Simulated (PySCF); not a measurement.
Computed IR spectrum (relative IR intensity) of a molecule C2H6FInO. Geometry optimised at PBE-D3(BJ)/def2-SVP. The def2 effective core potentials stand for the cores of In; spin–orbit coupling is left out. The values are those of a single conformer. The numbers are results of PBE-D3(BJ)/def2-SVP run with PySCF, not measurements. Frequencies are harmonic and unscaled.

Lines under 2 % of the strongest are left out, and lines within 2 cm⁻¹ are merged.

```tsv
ν (cm⁻¹)	relative intensity
62	4.4
94	13
125	5.8
187	11
364	32
381	70
448	21
514	23
564	32
791	2.7
881	17
1069	54
1093	100
1125	3.4
1317	21
1349	46
1411	5.6
1427	6.6
1804	90
2909	82
2954	15
2958	28
3051	11
3057	22
```

Q: Identify the compound among the candidates.
A. CC[O][InH][F]
B. C[CH2][In]([OH])[F]
C. C[O][In]([CH3])[F]

A: A, CC[O][InH][F]
